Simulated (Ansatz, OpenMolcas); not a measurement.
# How basis sets differ on C2H2Cl2Sn (SMILES C#[C][SnH]([Cl])[Cl])

The species is C2H2Cl2Sn (7 atoms), meant as a singlet with charge 0. As SMILES, `C#[C][SnH]([Cl])[Cl]`. The shape is that of a PBE0-D4/def2-TZVP optimisation.

Quantity: the HOMO–LUMO gap, in eV. The values are calculated.

```csv
level,kind,program,value (eV),CPU time
HF/ANO-R0 (sfX2C),Hartree–Fock,OpenMolcas,13.39,11 s
HF/ANO-RCC-MB (DKH2),Hartree–Fock,OpenMolcas,13.84,7 s
HF/STO-3G,Hartree–Fock,OpenMolcas,16.41,6.5 s
HF/3-21G,Hartree–Fock,OpenMolcas,13.82,9.4 s
"HF/def2-SVP (RICD fitting, core potential)",Hartree–Fock,OpenMolcas,14.03,3 s
HF/def2-SVP (core potential),Hartree–Fock,Ansatz,14.03,4.4 s
```

All-electron rows without a relativistic Hamiltonian named are non-relativistic, while core potentials hold scalar relativity, so basis and relativity change together. The values span 13.39 to 16.41 eV. A Hartree–Fock LUMO above zero doesn't converge with the basis: it sinks as sets grow more diffuse. Orbital gaps aren't excitation energies. CPU times are rough (shared hosts, several kinds of processor and program).
